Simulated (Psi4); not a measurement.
Noncovalent pair: HCl (SMILES Cl) (first 2 atoms) with CH6Si (SMILES C[SiH3]); geometry from B3LYP-D3(BJ)/def2-TZVP, rigid monomers moved along the line of their centres of mass till H2···H9 is 3.32 Å.
(charge 0, multiplicity 1):
```xyz
10

Cl     0.044    -0.224    -0.152
H     -0.370    -0.720     0.963
C      0.798     0.884     4.963
Si    -0.455    -0.428     5.423
H      1.122     1.433     5.849
H      0.374     1.598     4.255
H      1.679     0.437     4.499
H      0.116    -1.417     6.367
H     -0.887    -1.177     4.209
H     -1.670     0.170     6.026
```

Calculation: SAPT0/jun-cc-pV(D+d)Z (Psi4).

Q: Give the four SAPT terms and the total, and say what mostly holds the pair together.

A: electrostatics -0.25, exchange 0.04, induction -0.05, dispersion -0.18, total -0.44 kcal/mol; the largest attraction is electrostatics.
